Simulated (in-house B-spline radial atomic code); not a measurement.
How numerical settings move a run on Cd IV (Cd3+), [Kr] 4d9. Computed with a B-spline radial code for spherical atoms: Dirac-Kohn-Sham LDA VWN5, spherical fractional occupations, Fermi nucleus of rms radius 4.6087 fm.

Command:
```bash
python run_scf.py task.json out
```
Settings of the sound reference run:
```
Z                48
electrons        45
configuration    [Kr] 4d9
hamiltonian      dirac
method           lda,vwn
spin_polarised   False
nucleus          fermi
rms_radius       4.6087
mass_number      114
atomic_mass      113.9034
speed_of_light   137.036
knot_spacing     0.22
spline_order     8
gauss_points     12
box_radius       16.22
max_iterations   70
damping          0.5
damped_steps     3
diis_vectors     10
tolerance        1e-08
start            Thomas-Fermi
```

Cost of the run: 0.73 s on 1 thread of Intel(R) Xeon(R) 6975P-C (shared host).

It converges in 9 iterations to -5588.480402 hartree, with 4d5/2 at -45.7456 eV. The other runs change the listed settings, some to values that make no sense; their results aren't properties of the atom or ion. Radii are in bohr (the nuclear one in fm), a minus after a letter asks for a j subshell, and «unchanged» means within 1e-8 hartree. The run stops when the residual is below 10 × tolerance × max(1, Z/10), or a noise floor if that is larger, and the energy moves by less than 1e-8 × √|E| hartree; so very loose and very tight tolerances often act alike.

| changed settings | outcome |
| --- | --- |
| box_radius = 32.44 | converged in 9 iterations, energy unchanged, 4d5/2 level -4.3e-07 eV |
| max_iterations = 8 | not converged after 8 iterations, last residual 1.6e-05, last energy +9.10e-09 hartree from the reference |
| max_iterations = 12 | converged in 9 iterations, energy unchanged |
| box_radius = 3.24 | converged in 9 iterations, energy +9.48e-02 hartree from the reference, 4d5/2 level +1.6e+00 eV (the program warns: 4d5/2 reaches the box edge; 4s1/2 reaches the box edge) |
| start = bare nucleus | converged in 10 iterations, energy unchanged, 4d5/2 level -2.2e-06 eV |
| electrons = 48, configuration = [Kr] 4d9 5s3, max_iterations = 50 | stopped with error: shell 5s holds at most 2 electrons |
| box_radius = 4.87 | converged in 9 iterations, energy +7.60e-04 hartree from the reference, 4d5/2 level +2.9e-02 eV (the program warns: 4d5/2 reaches the box edge; 4p3/2 reaches the box edge) |
| box_radius = 8.11 | converged in 9 iterations, energy +2.35e-08 hartree from the reference, 4d5/2 level +2.2e-06 eV |
| electrons = 46, configuration = [Kr] 4d9 5s-1, max_iterations = 100 | stopped with error: j subshells need the Dirac Hamiltonian and l > 0 |
| method = hf, spin_polarised = True | stopped with error: spin polarisation is not served with the Dirac Hamiltonian |
| box_radius = 64.88 | converged in 9 iterations, energy unchanged, 4d5/2 level -4.2e-07 eV |
| box_radius = 0.65 | converged in 8 iterations, energy +7.35e+02 hartree from the reference, 4d5/2 level +1.4e+03 eV (the program warns: 4d5/2 has a positive eigenvalue: unbound, held by the box; 3p1/2 has a positive eigenvalue: unbound, held by the box) |
| max_iterations = 60, damping = 0.8, damped_steps = 8, tolerance = 1e-06 | converged in 14 iterations, energy unchanged, 4d5/2 level +9.9e-06 eV |
| knot_spacing = 1, first_knot = 0.00208, max_iterations = 75, damped_steps = 30 | converged in 19 iterations, energy +1.99e+01 hartree from the reference, 4d5/2 level -2.2e+00 eV (the program warns: 4d5/2 reaches the box edge; 3s1/2 reaches the box edge) |
| box_radius = 0.97 | converged in 8 iterations, energy +1.60e+02 hartree from the reference, 4d5/2 level +4.3e+02 eV (the program warns: 4d5/2 has a positive eigenvalue: unbound, held by the box; 4s1/2 has a positive eigenvalue: unbound, held by the box) |

Question: What happens with knot_spacing = 0.3, spline_order = 7, gauss_points = 3, max_iterations = 50, damping = 0?

Answer: Converged in 11 iterations, energy +2.09e-03 hartree from the reference, 4d5/2 level -1.1e-04 eV.

Question: What happens with box_radius = 1.62?

Answer: Converged in 8 iterations, energy +1.33e+01 hartree from the reference, 4d5/2 level +6.5e+01 eV (the program warns: 4d5/2 has a positive eigenvalue: unbound, held by the box; 4d3/2 has a positive eigenvalue: unbound, held by the box).

Question: What happens with spline_order = 7, max_iterations = 60, damping = 0.8, diis_vectors = 1?

Answer: Not converged after 60 iterations, last residual 6.2e-01, last energy +9.65e+00 hartree from the reference.

Question: What happens with box_radius = 2.43?

Answer: Converged in 9 iterations, energy +9.92e-01 hartree from the reference, 4d5/2 level +9.8e+00 eV (the program warns: 4d5/2 reaches the box edge; 4s1/2 reaches the box edge).
